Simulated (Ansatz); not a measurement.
A displaced shape of singlet AlCl4(-):

```yaml
atoms:
  - { symbol: Al, position_ang: [-0.0487, -0.0071, -0.0089] }
  - { symbol: Cl, position_ang: [1.2103, 1.2526, 1.2165] }
  - { symbol: Cl, position_ang: [1.2018, -1.2663, -1.2481] }
  - { symbol: Cl, position_ang: [-1.2303, 1.2710, -1.2078] }
  - { symbol: Cl, position_ang: [-1.2438, -1.2683, 1.2029] }
```

It was optimised with HF/def2-SVP in Ansatz (development build ahead of 0.2.0) to forces under 0.001 eV/Å, with restricted orbitals. Each step stands on the lowest determinant of that kind that the program's search found.

What shape does it relax to, and how does the optimisation go?

```xyz
5

Al   -0.0221   -0.0037   -0.0091
Cl    1.2385    1.2352    1.2504
Cl    1.2233   -1.2520   -1.2742
Cl   -1.2730    1.2635   -1.2499
Cl   -1.2772   -1.2611    1.2374
```

Bond lengths: Al1–Cl2 2.170 Å, Al1–Cl3 2.170 Å, Al1–Cl4 2.170 Å, Al1–Cl5 2.170 Å. Angles: Cl2–Al1–Cl3 109.5°, Cl2–Al1–Cl4 109.5°, Cl2–Al1–Cl5 109.5°, Cl3–Al1–Cl4 109.5°, Cl3–Al1–Cl5 109.5°, Cl4–Al1–Cl5 109.5°.

```
step  E − E(start) (eV)  largest force (eV/Å)
   1             0.0000                0.8201
   2            -0.0531                0.2171
   3            -0.0549                0.0513
   4            -0.0549                0.0019
   5            -0.0549                0.0003
```

The optimisation ended after 5 steps with its threshold met. Caution: no diffuse functions for an anion.
